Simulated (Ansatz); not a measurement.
`CCC(CC(C)c1ccc(I)cc1)c1ccc(OC(C)(C)C)cc1`. Total charge 0; singlet. Geometry PBE-D4/def2-SVP.

```xyz
53

C     4.243    0.259    0.125
C     3.141   -0.243    1.056
C     1.764    0.417    0.813
C     0.726    0.031    1.902
C     0.545    1.071    3.032
C     1.821    1.336    3.848
C    -0.618    0.681    3.930
C    -1.796    1.451    3.960
C    -2.885    1.102    4.774
C    -2.796   -0.045    5.575
I    -4.430   -0.589    6.816
C    -1.637   -0.837    5.567
C    -0.562   -0.468    4.747
C     1.246    0.113   -0.584
C     0.899   -1.202   -0.957
C     0.410   -1.491   -2.237
C     0.248   -0.460   -3.185
O    -0.177   -0.746   -4.459
C    -1.608   -0.718   -4.762
C    -2.185    0.682   -4.511
C    -1.657   -1.069   -6.249
C    -2.358   -1.766   -3.928
C     0.614    0.853   -2.833
C     1.104    1.128   -1.549
H     4.400    1.352    0.242
H     5.210   -0.241    0.333
H     3.989    0.075   -0.939
H     3.025   -1.344    0.946
H     3.438   -0.079    2.113
H     1.912    1.520    0.863
H    -0.266   -0.115    1.427
H     0.994   -0.954    2.345
H     0.261    2.028    2.540
H     2.634    1.739    3.210
H     2.199    0.409    4.327
H     1.628    2.074    4.651
H    -1.867    2.352    3.330
H    -3.793    1.722    4.781
H    -1.571   -1.736    6.196
H     0.343   -1.096    4.750
H     1.012   -2.023   -0.231
H     0.158   -2.521   -2.525
H    -3.253    0.715   -4.806
H    -2.120    0.960   -3.440
H    -1.638    1.443   -5.103
H    -1.085   -0.325   -6.837
H    -2.702   -1.085   -6.616
H    -1.204   -2.066   -6.422
H    -2.303   -1.537   -2.845
H    -1.933   -2.776   -4.095
H    -3.428   -1.789   -4.215
H     0.520    1.650   -3.585
H     1.385    2.161   -1.286
```

In the def2 sets I takes a core potential; there is no spin–orbit coupling. B3LYP takes the VWN-RPA correlation. Single mean-field runs in def2-SVP, def2-TZVP are fitted with def2-universal-jkfit.

**Question.** Estimate the orbital energies around the gap (eV) in Ansatz with PBE-D4/def2-SVP, PBE-D4/def2-TZVP, B3LYP-D4/def2-SVP, PBE0-D4/def2-SVP, PBE0-D4/def2-TZVP.

**Answer.** 
| orbital | PBE-D4/def2-SVP | PBE-D4/def2-TZVP | B3LYP-D4/def2-SVP | PBE0-D4/def2-SVP | PBE0-D4/def2-TZVP |
| --- | --- | --- | --- | --- | --- |
| HOMO−13 | -8.18 | -8.24 | -9.35 | -9.61 | -9.61 |
| HOMO−12 | -8.08 | -8.14 | -9.30 | -9.55 | -9.55 |
| HOMO−11 | -7.92 | -7.99 | -9.14 | -9.38 | -9.39 |
| HOMO−10 | -7.67 | -7.74 | -8.85 | -9.10 | -9.12 |
| HOMO−9 | -7.60 | -7.68 | -8.79 | -9.03 | -9.06 |
| HOMO−8 | -7.49 | -7.55 | -8.67 | -8.91 | -8.90 |
| HOMO−7 | -7.42 | -7.49 | -8.57 | -8.83 | -8.84 |
| HOMO−6 | -6.94 | -7.03 | -7.83 | -8.14 | -8.18 |
| HOMO−5 | -6.48 | -6.55 | -7.35 | -7.65 | -7.73 |
| HOMO−4 | -6.20 | -6.32 | -7.25 | -7.54 | -7.55 |
| HOMO−3 | -6.18 | -6.26 | -7.10 | -7.41 | -7.48 |
| HOMO−2 | -5.96 | -6.10 | -6.94 | -7.21 | -7.23 |
| HOMO−1 | -5.65 | -5.74 | -6.42 | -6.69 | -6.73 |
| HOMO | -5.50 | -5.58 | -6.26 | -6.52 | -6.54 |
| LUMO | -1.58 | -1.74 | -0.86 | -0.68 | -0.82 |
| LUMO+1 | -1.38 | -1.53 | -0.63 | -0.52 | -0.64 |
| LUMO+2 | -1.32 | -1.46 | -0.57 | -0.46 | -0.58 |
| LUMO+3 | -1.08 | -1.22 | -0.34 | -0.20 | -0.32 |
| LUMO+4 | -0.88 | -1.02 | -0.12 | 0.02 | -0.10 |
| LUMO+5 | 0.75 | 0.18 | 1.30 | 1.60 | 0.96 |
